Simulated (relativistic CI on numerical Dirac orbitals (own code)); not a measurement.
Hyperfine structure of Os15+, mass number 187

Method of calculation: Dirac-Coulomb-Breit CI, separate exchange-only KLI orbitals for each configuration, model QED, unscaled Slater integrals (own radial code, finite nucleus).

CI space (outside the closed core [Kr]): 4d10.4f13.5s2, 4d10.4f14.5s, 4d10.4f13.5s.5p, 4d10.4f12.5s2.5p, 4d10.4f14.5p, 4d10.4f12.5s.5p2, 4d10.4f13.5s.5d, 4d10.4f14.5d, 4d10.4f12.5s2.5d, 4d10.4f13.5s.5f, 4d10.4f13.5p.5d, 4d10.4f14.6s, 4d9.4f14.5s2. Double excitations out of closed p, d and f shells are left out; levels of such configurations are missing from the list, as are those of other unlisted configurations, and high levels can miss mixing partners.

Nuclear spin I = 1/2, μ = 0.06442 μN (tables of Stone and Pyykkö). The electronic factors are computed for point nuclear moments, without core polarisation or the Bohr-Weisskopf and QED corrections.

| Level | E (eV) | A (MHz) |
| --- | --- | --- |
| 4d10.4f13.5s2 2F°_7/2 | 0.0000 | 229.9 |
| 4d10.4f13.5s2 2F°_5/2 | 2.7445 | 429.9 |
| 4d10.4f14.5s 2S_1/2 | 10.3934 | 43130 |
| 4d10.4f12.5s2.5p 4G°_11/2 | 24.4002 | -769 |
| 4d10.4f12.5s2.5p 4I°_11/2 | 27.3866 | 1491 |

Levels with J = 0, under 50 % of one LS term, or S terms without an open s electron are left out. Small factors come from cancelling terms and can be off by tens of per cent or more.

At this charge transitions that keep the count of f electrons are usually good to a few per cent. Terms inside the open d or f shell come out 10 to 20 % too wide with unscaled integrals. Levels and lines within the n = 5 or 6 shells can be off by up to 10 % or somewhat more, and those that change n by about 2 %, since core polarisation is missing. Levels that differ in their count of f electrons can be misplaced by several ten thousand cm⁻¹, since the correlation energy of f electrons is missing or only estimated; rates across such gaps can be off by orders of magnitude.

Problem. Give the hyperfine levels of 4d10.4f13.5s2 2F°_7/2 relative to its centre of gravity.

Solution. With K = F(F + 1) − I(I + 1) − J(J + 1), E = AK/2: F = 3: -517.2, F = 4: 402.3 MHz.

LS names give the leading component of a level, which can be under half, so a name can repeat, a term be missing and a line seem to break the LS rules.
